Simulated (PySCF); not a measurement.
H₂B₃O₃, SMILES O1[B]OBOB1, doublet, PBE0/def2-SVP optimised geometry.

```
8

B     -1.27    -1.70     0.00
O     -1.98    -0.54     0.00
B     -1.31     0.67     0.00
O      0.06     0.67     0.00
B      0.77    -0.51     0.00
O      0.09    -1.70     0.00
H     -1.92     1.70     0.00
H      1.98    -0.49     0.00
```

Density from unrestricted PBE0/def2-TZVP in PySCF at that geometry.

Minimum of the electron density along straight lines between bonded atoms, close to the bond critical point (lines longer than 1.1 times the sum of covalent radii, or with two minima, are not listed):

```csv
bond,length / Å,ρ at the minimum / e bohr⁻³,∇²ρ there / e bohr⁻⁵,position (fraction from the first atom)
B1–O2,1.362,0.208,0.95,0.33
O2–B3,1.376,0.200,0.87,0.67
B3–O4,1.370,0.205,0.90,0.33
O4–B5,1.370,0.204,0.90,0.67
B1–O6,1.362,0.208,0.95,0.33
B5–O6,1.376,0.200,0.87,0.33
B3–H7,1.201,0.191,-0.47,0.44
B5–H8,1.201,0.191,-0.47,0.44
```
